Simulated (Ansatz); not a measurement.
Start from `COC(N)[SiH3]` and change one atom or group to get `NC([SiH3])N[SiH3]`.

Ansatz, PBE0-D4/def2-TZVP geometries, multiplicity 1. Each molecule was computed in one conformer, which needn't be the lowest.

| property | `COC(N)[SiH3]` |
| --- | --- |
| size of the dipole moment (PBE/def2-TZVPP) / D | 1.64 |
| HOMO–LUMO gap (PBE0/def2-TZVPP) / eV | 7.59 |
| HOMO energy (B3LYP/def2-TZVPP) / eV | -6.81 |
| HOMO–LUMO gap (ωB97M-V/def2-TZVPP) / eV | 11.41 |
| HOMO–LUMO gap (B3LYP/def2-TZVPP) / eV | 7.10 |
| size of the dipole moment (ωB97M-V/def2-TZVPP) / D | 1.65 |

Question: Give the same properties after the change, and the shifts. (An estimate is asked.)

Answer: The calculation gave: 
| property | `NC([SiH3])N[SiH3]` | shift |
| --- | --- | --- |
| size of the dipole moment (PBE/def2-TZVPP) / D | 1.19 | -0.45 |
| HOMO–LUMO gap (PBE0/def2-TZVPP) / eV | 6.71 | -0.88 |
| HOMO energy (B3LYP/def2-TZVPP) / eV | -6.37 | 0.44 |
| HOMO–LUMO gap (ωB97M-V/def2-TZVPP) / eV | 10.60 | -0.81 |
| HOMO–LUMO gap (B3LYP/def2-TZVPP) / eV | 6.30 | -0.80 |
| size of the dipole moment (ωB97M-V/def2-TZVPP) / D | 1.08 | -0.57 |

With PBE0 the HOMO rises by 0.46 eV and the LUMO falls by 0.42 eV, so the gap narrows by about 0.88 eV. PBE moves the HOMO by 0.40 eV and ωB97M-V by 0.48 eV. Dipoles are sizes alone; their direction can turn.

B3LYP here is the variant with VWN-RPA as its local correlation; programs differ in this.
